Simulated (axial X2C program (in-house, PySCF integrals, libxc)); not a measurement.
**Working with the constants of InP⁺**

A bond curve at the PBE0 level, two-component, was computed with an in-house relativistic program for diatomic molecules (basis In dyall-cv3z [11s12p9d4f1g], P dyall-v3z [8s7p2d1f] (cores contracted in-house)) for the state Ω = 3/2 (⟨Sz⟩ = 1.50, ⟨Lz⟩ = 0.00 at PBE0). Its fit gives Re = 2.8950 Å, ωe = 120.9 cm⁻¹, ωexe = 1.01 cm⁻¹ and αe = 1.030e-03 cm⁻¹; the masses are 114.9039 and 30.9738 u. Two-component means X2C with spin–orbit coupling and atomic mean-field Coulomb and Gaunt terms.

(1) Find the reduced mass, Be and the force constant.

(2) A Morse curve ties αe to the other constants (Pekeris). How well does that hold?

(3) Estimate De from a Morse curve and compare with the computed well depth of 0.432 eV to In+ + P.

(4) Estimate the centrifugal constant by the Kratzer relation.

(5) Where do the fundamental and the first overtone lie?

One determinant describes the state; a PBE0 search over occupations chose it and may have missed a lower one. Dissociation energies refer to the lowest single-determinant-based atoms at the same level and basis. Density functionals use the spin component along the axis (collinear). With several unpaired electrons one determinant need not be a pure state. This is the top spin component of a Σ state; components of lower Ω are not single determinants and can lie lower. The levels of this run spread widely (ωe from 87 to 129 cm⁻¹), so these constants depend on the method. The bond is weak, and without diffuse functions and with truncated virtuals even CCSD(T) can be tens of per cent off in De.

Answers

(1) From the PBE0 values: μ = 24.3972 u. Be = 16.8576/(μ Re²) = 0.08244 cm⁻¹. k = 5.8918×10⁻⁷ μ ωe² = 0.21 mdyn/Å.

(2) αe(Morse) = 6Be²/ωe × (√(ωexe/Be) − 1) = 8.433e-04 cm⁻¹; the PBE0 curve gives 1.030e-03 cm⁻¹, a ratio of 0.82.

(3) De(Morse) = ωe²/(4ωexe) = 0.449 eV against 0.432 eV computed, a ratio of 1.04. For De the Morse form works well here.

(4) D = 4Be³/ωe² = 1.53e-07 cm⁻¹.

(5) ν(1←0) = ωe − 2ωexe = 118.9 cm⁻¹; ν(2←0) = 2ωe − 6ωexe = 235.7 cm⁻¹.
